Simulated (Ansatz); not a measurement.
Relaxation of F$_{2}$H$_{5}$NOSZr (11 atoms, charge 0, multiplicity 1), to a largest force component of 0.03 eV/Å in at most 50 steps.

Level of theory: Ansatz, RKS PBE0/def2-SVP.

```xyz
11
Properties=species:S:1:pos:R:3
Zr 0.161 -0.099 0.102
N -0.031 0.010 2.246
H -0.121 -0.791 2.867
H 0.265 0.812 2.801
F 2.019 -0.214 -0.310
F -0.374 1.555 -0.686
O -0.636 -1.724 -0.502
H -1.072 -2.418 -0.997
S -3.394 0.377 1.184
H -3.616 -0.941 1.389
H -2.244 0.356 1.954
```

Q: Where does it end, and by what steps?

A: The run converged. After 25 steps the energy has fallen by 0.208 eV; H11 moved furthest, 1.24 Å. Joined: Zr1–S9 (3.75 → 3.00 Å).

| step | energy less start (eV) | largest force component (eV/Å) | accepted |
| --- | --- | --- | --- |
| 0 | 0.0000 | 1.693 | yes |
| 1 | -0.0655 | 1.228 | yes |
| 2 | -0.1126 | 0.132 | yes |
| 3 | -0.1220 | 0.128 | yes |
| 4 | -0.1218 | 0.707 | no |
| 5 | -0.1324 | 0.150 | yes |
| 6 | -0.1401 | 0.248 | yes |
| 7 | -0.1411 | 0.233 | yes |
| 8 | -0.1468 | 0.147 | yes |
| 9 | -0.1502 | 0.083 | yes |
| 10 | -0.1558 | 0.175 | yes |
| 11 | -0.1575 | 0.554 | yes |
| 12 | -0.1657 | 0.078 | yes |
| 13 | -0.1757 | 0.099 | yes |
| 14 | -0.1579 | 1.012 | no |
| 15 | -0.1816 | 0.136 | yes |
| 16 | -0.1871 | 0.214 | yes |
| 17 | -0.1891 | 0.377 | yes |
| 18 | -0.1976 | 0.146 | yes |
| 19 | -0.2006 | 0.196 | yes |
| 20 | -0.2024 | 0.238 | yes |
| 21 | -0.2046 | 0.133 | yes |
| 22 | -0.2066 | 0.057 | yes |
| 23 | -0.2071 | 0.067 | yes |
| 24 | -0.2076 | 0.078 | yes |
| 25 | -0.2080 | 0.015 | yes |

```xyz
11
Properties=species:S:1:pos:R:3
Zr -0.095 -0.118 0.280
N 0.198 -0.208 2.289
H 0.223 -1.051 2.859
H 0.528 0.570 2.858
F 1.663 -0.098 -0.493
F -0.612 1.658 -0.289
O -0.752 -1.825 -0.357
H -0.802 -2.513 -1.020
S -3.057 0.124 0.695
H -3.249 -0.785 1.673
H -3.088 1.167 1.551
```

Whether the end is a true minimum wasn't checked by a vibrational analysis.

The run took 110 s on 4 threads of Intel(R) Xeon(R) Platinum 8259CL CPU @ 2.50GHz (Skylake/Cascade Lake), with other jobs on the host, peak memory 0.38 GiB.
